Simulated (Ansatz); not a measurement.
Tuning the range parameter of LC-ωPBE so that −HOMO meets the ionisation energy; basis def2-SVP, Ansatz. System: `OB(O)CCCCc1ccc(/N=N/c2ccccc2)cc1`. Charge 0, multiplicity 1. Geometry: PBE-D4/def2-SVP. The ionised state is a doublet.

Geometry of the singlet:

```tsv
atom	x (Å)	y (Å)	z (Å)
O1	1.928	7.408	-1.034
B2	1.798	6.783	0.187
O3	1.776	7.454	1.391
C4	1.639	5.209	0.196
C5	0.382	4.736	-0.559
C6	0.209	3.214	-0.643
C7	-0.016	2.525	0.718
C8	-0.288	1.049	0.582
C9	0.771	0.110	0.580
C10	0.534	-1.253	0.402
C11	-0.790	-1.717	0.216
N12	-1.146	-3.068	0.030
N13	-0.180	-3.889	0.039
C14	-0.546	-5.241	-0.154
C15	-1.875	-5.686	-0.352
C16	-2.127	-7.047	-0.537
C17	-1.068	-7.977	-0.527
C18	0.251	-7.537	-0.330
C19	0.512	-6.173	-0.145
C20	-1.854	-0.791	0.214
C21	-1.603	0.573	0.393
H22	2.004	8.377	-0.986
H23	1.864	8.422	1.313
H24	1.631	4.847	1.245
H25	2.537	4.763	-0.289
H26	-0.525	5.171	-0.080
H27	0.404	5.150	-1.590
H28	1.098	2.761	-1.136
H29	-0.654	2.977	-1.303
H30	-0.872	3.017	1.229
H31	0.872	2.680	1.365
H32	1.802	0.469	0.730
H33	1.345	-1.995	0.405
H34	-2.674	-4.932	-0.354
H35	-3.160	-7.397	-0.691
H36	-1.276	-9.048	-0.674
H37	1.079	-8.262	-0.322
H38	1.532	-5.791	0.010
H39	-2.873	-1.180	0.072
H40	-2.440	1.288	0.393
```

| ω (1/bohr) | HOMO (eV) | LUMO (eV) | vertical IE (eV) | HOMO + IE (eV) |
| --- | --- | --- | --- | --- |
| 0.1 | -6.28 | -1.65 | 7.45 | 1.17 |
| 0.15 | -6.97 | -1.23 | 7.59 | 0.62 |
| 0.2 | -7.59 | -0.91 | 7.75 | 0.16 |
| 0.3 | -8.30 | -0.50 | 7.98 | -0.32 |

Q: Where does the tuning condition hold?

A: Near ω = 0.23 bohr⁻¹, by linear interpolation.
